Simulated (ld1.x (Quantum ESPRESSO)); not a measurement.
**Scattering properties, TM potential for beryllium**

| Property | Result |
| --- | --- |
| Element | beryllium |
| Generator | ld1.x (Quantum ESPRESSO) 7.5 |
| Type | norm-conserving Troullier–Martins (Kleinman–Bylander form) |
| Functional | PW91 |
| Relativity | non-relativistic |
| Frozen core | [He] |
| Valence charge | 2 |
| Reference configuration | 2s1 2p0 (charge +1) |
| Partial waves | 2p (bound, empty): rc 4.20 bohr; 3d channel at 0.45 Ry: rc 4.10 bohr; 2s (bound): rc 1.85 bohr |
| Local potential | the s channel |
| Core correction | Bessel-smoothed model core inside 1.50 bohr |

The phase is arctan(r·u′/u) with u = r·R(r), unwrapped; energies in Ry, scanned from -3 to 5 Ry. A pole is an energy at which the radial function vanishes at the test radius. The pseudo phase is shifted by a multiple of π to meet the all-electron one at the reference energy, and phase errors are pseudo minus all-electron; the curves can meet again beyond the range given. Levels narrower than the energy grid can be missing from the lists of poles.

```csv
channel,radius (bohr),reference energy (Ry),"poles, all-electron","poles, pseudo",unbroken range about the reference energy with phases within 0.05 rad,phase error 1 Ry above the reference energy (rad)
s,4.57,-1.01,"-0.95, 0.90, 3.73","-0.95, 0.87, 3.52",below 1.8,-0.024
p,4.57,-0.72,"-0.64, 0.92, 3.42","-0.64, 1.14, 4.36",below -0.1,+0.190
d,4.57,0.45,"0.42, 2.48","0.42, 2.67",0.2 to 0.5,+0.983
```

Phases in the p channel:

```json
{"E (Ry)": "-3.00", "all-electron": "1.432", "pseudo": "1.432"}
{"E (Ry)": "-2.52", "all-electron": "1.416", "pseudo": "1.416"}
{"E (Ry)": "-2.04", "all-electron": "1.393", "pseudo": "1.393"}
{"E (Ry)": "-1.56", "all-electron": "1.353", "pseudo": "1.353"}
{"E (Ry)": "-1.08", "all-electron": "1.246", "pseudo": "1.247"}
{"E (Ry)": "-0.60", "all-electron": "-1.658", "pseudo": "-1.656"}
{"E (Ry)": "-0.12", "all-electron": "-2.194", "pseudo": "-2.139"}
{"E (Ry)": "0.36", "all-electron": "-4.367", "pseudo": "-4.236"}
{"E (Ry)": "0.84", "all-electron": "-4.687", "pseudo": "-4.632"}
{"E (Ry)": "1.32", "all-electron": "-4.823", "pseudo": "-4.748"}
{"E (Ry)": "1.80", "all-electron": "-5.138", "pseudo": "-4.851"}
{"E (Ry)": "2.28", "all-electron": "-7.451", "pseudo": "-5.112"}
{"E (Ry)": "2.76", "all-electron": "-7.750", "pseudo": "-7.233"}
{"E (Ry)": "3.24", "all-electron": "-7.833", "pseudo": "-7.694"}
{"E (Ry)": "3.72", "all-electron": "-7.888", "pseudo": "-7.791"}
{"E (Ry)": "4.20", "all-electron": "-7.954", "pseudo": "-7.841"}
{"E (Ry)": "4.68", "all-electron": "-8.120", "pseudo": "-7.880"}
```
